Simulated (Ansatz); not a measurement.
A nudged elastic band was laid between two geometries of CH5ClMgO (9 atoms, charge 0, multiplicity 1).

Computed with Ansatz, RKS B3LYP-D4/def2-SVPD.

```
movable images  : 5
climbing image  : yes
spring          : 5.0 eV/Å²
optimiser       : quadratic models (default)
start path      : through a guess of the saddle point
force threshold : 0.2 eV/Å
iteration limit : 60
end points      : relaxed
```

Image 0:

```xyz
9
Properties=species:S:1:pos:R:3
Mg -0.602 0.268 0.271
O -0.067 0.969 -1.623
C 0.629 -1.133 1.212
H -0.750 1.606 -1.891
Cl -2.434 1.638 0.137
H 0.605 0.887 -2.308
H 0.080 -2.050 1.486
H 1.471 -1.445 0.570
H 1.069 -0.741 2.145
```

Image 6:

```xyz
9
Properties=species:S:1:pos:R:3
Mg -0.657 0.193 0.227
O -0.001 1.072 -1.550
C 0.613 -1.155 1.197
H -0.713 1.660 -1.853
Cl -2.592 1.395 -0.026
H 0.747 1.102 -2.157
H 0.078 -1.794 1.919
H 1.113 -1.832 0.483
H 1.412 -0.642 1.760
```

Problem. What changes between the two ends?

Solution. No bond is made or broken.

Problem. What energy profile does the band end with?

Solution. The forces met the threshold. The highest image is number 1 of 0 to 6, 0.1 kcal/mol above the ends, which have the same energy within 2 meV. The threshold of 0.2 eV/Å is loose, so the images may lie well off the minimum-energy path. The top lies less than 8 meV above the higher end, about what the thresholds resolve: the motion is nearly free. The order of the stationary point at the top wasn't checked.

| image | path coordinate (Å) | energy (kcal/mol) |
| --- | --- | --- |
| 0 | 0.00 | 0.0 |
| 1 | 0.55 | 0.1 |
| 2 | 0.70 | 0.0 |
| 3 | 0.85 | 0.0 |
| 4 | 1.00 | 0.0 |
| 5 | 1.15 | 0.0 |
| 6 | 1.30 | 0.0 |

Problem. What is the geometry of the highest image?

Solution. 
```xyz
9
Properties=species:S:1:pos:R:3
Mg -0.677 0.247 0.270
O -0.037 1.022 -1.552
C 0.617 -1.121 1.180
H -0.663 1.651 -1.936
Cl -2.575 1.497 0.115
H 0.700 0.892 -2.161
H 0.079 -1.941 1.686
H 1.298 -1.598 0.451
H 1.258 -0.649 1.946
```

Run time: 6.6 min on 4 threads of Arm Neoverse N1, with other jobs on the host, peak memory 0.33 GiB.
